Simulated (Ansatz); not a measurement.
`[Cl][GeH2][GeH3]` + H₂ → `[Cl][GeH3]` + GeH₄  (hydrogenolysis of a Ge–Ge bond)

Isolated molecules relaxed with PBE0-D4/def2-TZVP in Ansatz; ΔE leaves out vibrations. CBS: MP2 limit from def2 TZ/QZ plus the TZ coupled-cluster correction, frozen cores. This one scheme is used for every species. Functionals use def2-TZVPP. B3LYP here is the variant with VWN-RPA as its local correlation; programs differ in this. HSE06 is defined as in plane-wave codes. For Ge outer-core shells are correlated without core-valence functions, which leaves a few kJ/mol of doubt a bond. Scalar relativity is left out up to krypton.

```json
{"level": "LDA (SPW92)", "ΔE (kJ/mol)": "12.9", "difference from CCSD(T)/CBS": "-0.9"}
{"level": "PBE-D4", "ΔE (kJ/mol)": "19.9", "difference from CCSD(T)/CBS": "6.1"}
{"level": "BLYP-D4", "ΔE (kJ/mol)": "18.2", "difference from CCSD(T)/CBS": "4.4"}
{"level": "r2SCAN-D4", "ΔE (kJ/mol)": "14.8", "difference from CCSD(T)/CBS": "1.0"}
{"level": "B97M-V", "ΔE (kJ/mol)": "-2.5", "difference from CCSD(T)/CBS": "-16.3"}
{"level": "B3LYP-D4", "ΔE (kJ/mol)": "13.6", "difference from CCSD(T)/CBS": "-0.2"}
{"level": "r2SCANh-D4", "ΔE (kJ/mol)": "13.7", "difference from CCSD(T)/CBS": "-0.1"}
{"level": "r2SCAN0-D4", "ΔE (kJ/mol)": "12.1", "difference from CCSD(T)/CBS": "-1.7"}
{"level": "HSE06-D4", "ΔE (kJ/mol)": "15.0", "difference from CCSD(T)/CBS": "1.2"}
{"level": "BHLYP-D4", "ΔE (kJ/mol)": "8.3", "difference from CCSD(T)/CBS": "-5.5"}
{"level": "CAM-B3LYP-D4", "ΔE (kJ/mol)": "4.7", "difference from CCSD(T)/CBS": "-9.1"}
{"level": "ωB97X-V", "ΔE (kJ/mol)": "7.0", "difference from CCSD(T)/CBS": "-6.8"}
{"level": "ωB97M-V", "ΔE (kJ/mol)": "9.6", "difference from CCSD(T)/CBS": "-4.2"}
{"level": "B2PLYP", "ΔE (kJ/mol)": "7.2", "difference from CCSD(T)/CBS": "-6.6"}
{"level": "PBE-QIDH", "ΔE (kJ/mol)": "9.9", "difference from CCSD(T)/CBS": "-3.9"}
{"level": "revPBE", "ΔE (kJ/mol)": "12.6", "difference from CCSD(T)/CBS": "-1.2"}
{"level": "BLYP", "ΔE (kJ/mol)": "7.5", "difference from CCSD(T)/CBS": "-6.3"}
{"level": "r2SCAN", "ΔE (kJ/mol)": "13.4", "difference from CCSD(T)/CBS": "-0.4"}
{"level": "PBE0", "ΔE (kJ/mol)": "9.6", "difference from CCSD(T)/CBS": "-4.2"}
{"level": "B3LYP", "ΔE (kJ/mol)": "4.3", "difference from CCSD(T)/CBS": "-9.5"}
{"level": "r2SCANh", "ΔE (kJ/mol)": "12.1", "difference from CCSD(T)/CBS": "-1.7"}
{"level": "r2SCAN0", "ΔE (kJ/mol)": "10.3", "difference from CCSD(T)/CBS": "-3.5"}
{"level": "HSE06", "ΔE (kJ/mol)": "9.9", "difference from CCSD(T)/CBS": "-3.9"}
{"level": "BHLYP", "ΔE (kJ/mol)": "-1.8", "difference from CCSD(T)/CBS": "-15.6"}
{"level": "CAM-B3LYP", "ΔE (kJ/mol)": "-0.9", "difference from CCSD(T)/CBS": "-14.7"}
{"level": "LC-ωPBE", "ΔE (kJ/mol)": "1.9", "difference from CCSD(T)/CBS": "-11.9"}
{"level": "RPA@PBE/def2-TZVPP", "ΔE (kJ/mol)": "6.5", "difference from CCSD(T)/CBS": "-7.3"}
{"level": "HF/def2-SVP", "ΔE (kJ/mol)": "-24.5", "difference from CCSD(T)/CBS": "-38.3"}
{"level": "MP2/def2-SVP", "ΔE (kJ/mol)": "-1.0", "difference from CCSD(T)/CBS": "-14.8"}
{"level": "CCSD/def2-SVP", "ΔE (kJ/mol)": "-8.9", "difference from CCSD(T)/CBS": "-22.7"}
{"level": "HF/def2-TZVPP", "ΔE (kJ/mol)": "-16.0", "difference from CCSD(T)/CBS": "-29.8"}
{"level": "MP2/def2-TZVPP", "ΔE (kJ/mol)": "15.4", "difference from CCSD(T)/CBS": "1.6"}
{"level": "SCS-MP2/def2-TZVPP", "ΔE (kJ/mol)": "7.9", "difference from CCSD(T)/CBS": "-5.9"}
{"level": "CCSD/def2-TZVPP", "ΔE (kJ/mol)": "5.4", "difference from CCSD(T)/CBS": "-8.4"}
{"level": "HF/def2-QZVPP", "ΔE (kJ/mol)": "-16.9", "difference from CCSD(T)/CBS": "-30.7"}
{"level": "MP2/def2-QZVPP", "ΔE (kJ/mol)": "17.5", "difference from CCSD(T)/CBS": "3.7"}
{"level": "SCS-MP2/def2-QZVPP", "ΔE (kJ/mol)": "9.2", "difference from CCSD(T)/CBS": "-4.6"}
{"level": "HF/CBS(def2)", "ΔE (kJ/mol)": "-17.1", "difference from CCSD(T)/CBS": "-30.9"}
{"level": "MP2/CBS(def2)", "ΔE (kJ/mol)": "19.6", "difference from CCSD(T)/CBS": "5.8"}
{"level": "CCSD/CBS(def2)", "ΔE (kJ/mol)": "9.6", "difference from CCSD(T)/CBS": "-4.2"}
{"level": "CCSD(T)/CBS", "ΔE (kJ/mol)": "13.8", "difference from CCSD(T)/CBS": "0"}
```

Largest T1 diagnostic among the species: 0.012.

From BLYP to BHLYP (50 % exact exchange), in def2-TZVPP and without D4, ΔE moves by −9.3 kJ/mol. At CCSD(T), def2-SVP lies −19.6 kJ/mol from the extrapolated value and def2-TZVPP −4.2 kJ/mol.
